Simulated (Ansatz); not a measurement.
`OCOC[SiH3]` + `CCCO` → `CCCO[SiH3]` + `COCO`  (ligand exchange at the Si–C bond)

Gas-phase electronic energies from Ansatz, PBE0-D4/def2-TZVP geometries. CCSD(T)/CBS is the MP2 limit (def2-TZVPP, def2-QZVPP) plus CCSD(T) − MP2 in def2-TZVPP, frozen cores. This one scheme is used for every species. Functionals use def2-TZVPP. One conformer a species, not always the lowest.

`OCOC[SiH3]`:

Z-matrix (Å, degrees):
```
C
O 1 1.394
O 1 1.397 2 113.1
H 1 1.096 2 111.6 3 118.5
H 1 1.095 2 105.2 3 -122.4
C 2 1.426 1 113.6 3 -68.2
H 3 0.962 1 108.0 2 -63.2
Si 6 1.896 2 112.2 1 -87.1
H 6 1.096 2 110.6 1 38.3
H 6 1.094 2 106.7 1 153.9
H 8 1.486 6 109.8 2 -61.6
H 8 1.488 6 109.2 2 178.6
H 8 1.487 6 111.1 2 58.6
```

`CCCO`:

```xyz
12

C    -1.018   -0.779    0.824
C    -0.428   -0.040   -0.364
C     1.021    0.345   -0.140
O     1.608    0.984   -1.253
H    -0.977   -0.171    1.732
H    -2.063   -1.043    0.650
H    -0.472   -1.705    1.024
H    -1.012    0.867   -0.563
H    -0.489   -0.655   -1.267
H     1.105    0.970    0.763
H     1.622   -0.552    0.037
H     1.103    1.779   -1.443
```

`CCCO[SiH3]`:

Z-matrix (Å, degrees):
```
C
C 1 1.518
H 1 1.094 2 111.4
H 1 1.094 2 111.4 3 -120.1
H 1 1.091 2 111.2 3 120.0
C 2 1.511 1 112.0 3 60.1
H 2 1.094 1 110.5 3 -61.0
H 2 1.094 1 110.5 3 -178.8
O 6 1.414 2 109.8 1 -179.9
H 6 1.100 2 109.9 1 -58.8
H 6 1.100 2 109.9 1 58.9
Si 9 1.641 6 122.5 2 -179.7
H 12 1.481 9 106.6 6 -179.9
H 12 1.490 9 111.0 6 -59.9
H 12 1.490 9 111.0 6 60.1
```

`COCO`:

```xyz
10

C    -1.186   -0.053    0.624
O    -0.065   -0.828    0.263
C     1.030   -0.065   -0.128
O     0.834    0.616   -1.333
H    -1.972   -0.745    0.925
H    -0.949    0.608    1.469
H    -1.541    0.558   -0.211
H     1.867   -0.768   -0.191
H     1.251    0.714    0.612
H     0.732   -0.038   -2.030
```

| level | ΔE (kJ/mol) |
| --- | --- |
| B2PLYP | -115.0 |
| CCSD/def2-TZVPP | -113.4 |
| MP2/def2-QZVPP | -115.1 |
| HF/CBS(def2) | -133.5 |

(1) What does CCSD(T)/CBS give? (An estimate is asked.)

Largest T1 diagnostic among the species: 0.012.

Results:

(1) Ansatz gave: -110.2 kJ/mol. The listed levels differ from it by -4.8, -3.2, -4.9, -23.3 kJ/mol.

From PBE to PBE0 (25 % exact exchange), in def2-TZVPP and without D4, ΔE moves by −5.8 kJ/mol. In def2-TZVPP, CCSD(T) changes the Hartree–Fock value by +21.3 kJ/mol (the triples alone add +2.8 kJ/mol) and MP2 by +17.1 kJ/mol.
